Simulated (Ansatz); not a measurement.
Job for Ansatz (a quantum-chemistry and plane-wave program): FCI/cc-pVDZ on NH (SMILES [NH]), 2S+1 = 3, a spin state set in the input, which need not be the lowest.

Ansatz 0.2 input:
```yaml
crystal:
  periodic: [false, false, false]
  atoms:
    - {symbol: N, position_ang: [-0.00000000, -0.00000000, -0.13023546]}
    - {symbol: H, position_ang: [0.00000000, 0.00000000, 0.91164824]}
basis:
  gaussian:
    orbitals: cc-pVDZ
magnetization: {spin_polarized: false, initial_magnetization: 2}
correlation: {method: fci, electrons: outside_noble_gas}
```

The head of its log:

```
WARN ansatz: RAYON_NUM_THREADS=2 ignored (pool sized by the plan → 2); use --threads N
Functional definition: HF
integrals: 0.00 GiB planned
308 factors; integrals over basis functions are off by at most 2.4e-7 eV
mean field: 0.04 GiB planned
mean field evaluation 1: about -1495.2152 eV, gradient 8.7e0 eV
mean field evaluation 2: about -1495.2152 eV, gradient 8.7e0 eV
mean field evaluation 4: about -1495.5224 eV, gradient 4.7e-1 eV
mean field evaluation 8: about -1495.5239 eV, gradient 7.2e-5 eV
mean field -1495.52392664 eV, -54.9594906017 hartree, gradient 9.2e-7 eV, S^2 2.000000; 0 other end points of the search recorded, 0 dependent functions left out
mean field evaluation 16: about -1495.7136 eV, gradient 1.4e-1 eV
1 core orbitals not correlated
reference -1495.52392664 eV, -54.9594906017 hartree; 4, 2 occupied and 14, 16 virtual orbitals, 308 factors
```

Problem. Predict the final total energy.

Solution. -55.0918 hartree.
